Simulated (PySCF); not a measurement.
**Polarisability and C₆ of Sc(3+) (scandium, charge +3)**

[Ar], closed-shell 1S. Calculation: PySCF 2.14, in aug-cc-pwCVTZ-DK with one added diffuse shell each of s, p, d, f, g type (11s10p8d5f4g, 152 functions); the spin-free X2C one-electron Hamiltonian (Gaussian nucleus). Coupled (time-dependent) response in atomic units; α is the mean over directions.

```json
{"method": "PBE0", "mean α (bohr³)": "2.140", "C₆ (like pair)": "5.658", "S(−4)": "0.8539"}
```

S(−4) is the Cauchy moment in α(ω) = α(0) + S(−4) ω² + …

α(iu) at PBE0:

| u (hartree) | α(iu) (bohr³) |
| --- | --- |
| 0 | 2.140 |
| 0.0500 | 2.138 |
| 0.100 | 2.132 |
| 0.200 | 2.107 |
| 0.300 | 2.066 |
| 0.500 | 1.947 |
| 0.750 | 1.752 |
| 1.00 | 1.538 |
| 1.50 | 1.149 |
| 2.00 | 0.8578 |
| 3.00 | 0.5114 |
| 5.00 | 0.2392 |

A single London oscillator, α(iu) = α/(1 + u²/ω²), gives C₆ = (3/4) ω α². Matching the computed C₆ needs ω = 4 × 5.658 / (3 × 2.140²) = 1.65 hartree.

For an ion, C₆ is the dispersion term alone; charge-induced terms of lower order in 1/R come first.
